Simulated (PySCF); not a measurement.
**Si (silicon, neutral) across methods**

[Ne] 3s2 3p1 4s1, 4s spin antiparallel (an excited configuration). Computed with PySCF 2.14 in aug-cc-pVDZ-DK, with scalar relativity by spin-free X2C-1e. The B2PLYP total includes its PT2 part (frozen core); its orbital energies are those of the SCF part.

```
   method  E (hartree)  mean ε 3s β (eV)  mean ε 3p α (eV)  mean ε 4s β (eV)  Σ⟨r²⟩ (bohr²)   ⟨S²⟩
      LDA    -288.6129           -13.697            -7.149            -1.557          56.35  1.001
   r2SCAN    -289.7500           -13.689            -7.687            -1.660          57.35  1.009
      UHF   -289.26729           -16.940           -11.106            -2.595          57.52  1.014
   B2PLYP    -289.6694           -15.550            -9.270            -2.088          56.85  1.007
      PBE    -289.6421           -13.540            -7.263            -1.665          56.95  1.004
     MN15    -289.7503           -15.269            -8.470            -1.783          56.57  1.003
BHandHLYP    -289.7958           -15.670            -9.247            -2.090          56.63  1.005
     PBE0    -289.6653           -14.655            -8.369            -2.006          57.02  1.005
```

Task: Estimate the same row for wB97X-V.

Result: E (hartree) = -289.7325; mean ε 3s β (eV) = -17.079; mean ε 3p α (eV) = -10.522; mean ε 4s β (eV) = -2.823; Σ⟨r²⟩ (bohr²) = 56.74; ⟨S²⟩ = 1.004.

The outer electron is Rydberg-like, and this basis confines it to a smaller radius and binds it less than a complete one would. With the s spin flipped the determinant is a mixture of two multiplicities, not a spectroscopic state.
